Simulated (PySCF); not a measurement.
**Assignment exercise: C4H7N3**

Geometry (Å), atoms numbered from 1 in this order:
```xyz
14

C     1.8619    0.5876    0.0335
C     1.0211   -0.6790    0.1688
N    -0.3816   -0.3712    0.2177
C    -1.2065   -0.0261   -0.7963
C    -2.4175    0.1975   -0.1838
N    -2.2606   -0.0169    1.1356
N    -1.0486   -0.3521    1.3645
H     1.6481    1.2658    0.8560
H     2.9178    0.3329    0.0556
H     1.6449    1.0973   -0.9027
H     1.2597   -1.1919    1.1030
H     1.2088   -1.3535   -0.6722
H    -0.8886    0.0226   -1.8162
H    -3.3595    0.4868   -0.6006
```

Computed data (PySCF): shieldings: GIAO PBE0/pcSseg-1, structure optimised with GFN2-xTB. Gas phase, non-relativistic Hamiltonian, fast rotation and ring inversion assumed for equivalent nuclei, a single conformation.

Scale: 13C and 1H against TMS (reference shieldings calculated alike).

(1) Assign these signals to the numbered atoms. 13C{1H} NMR (computed): δ 138.7 (CH), 127.8 (CH), 46.5 (CH2), 20.8 (CH3).

(2) Assign these signals to the numbered atoms. 1H NMR (300 MHz, computed): δ 7.81 (m, 1H), 7.54 (m, 1H), 4.54 (q, 2H), 1.47 (t, 3H).

Answers

(1) 
| δ (ppm) | atoms | environment | reason |
| --- | --- | --- | --- |
| 138.7 | C5 | aromatic CH next to a ring nitrogen | – |
| 127.8 | C4 | aromatic CH next to a ring nitrogen | – |
| 46.5 | C2 | sp3 CH2 bonded to N | the inductive effect lowers its shielding |
| 20.8 | C1 | methyl carbon | saturated and bonded to C and H only |

(2) 
7.81 → H14, hydrogen on an aromatic CH next to a ring nitrogen: aromatic region
7.54 → H13, hydrogen on an aromatic CH next to a ring nitrogen
4.54 → H11/H12, hydrogen on an sp3 CH2 bonded to N: its carbon carries N, an electronegative neighbour
1.47 → H8/H9/H10, hydrogen on a methyl carbon

Shifts are as computed. Against solution values, carbons near 30 ppm lie about +3 ppm off and those near 130 ppm about +5 ppm. Of 1211 compounds with measured shifts, 218 miss one by over three times the rms of a fit or turn the order of signals round; such compounds aren't used in these exercises. Multiplicities follow the n + 1 count of equivalent neighbours, as no J values were calculated; m marks all less simple cases, F and P coupling included.
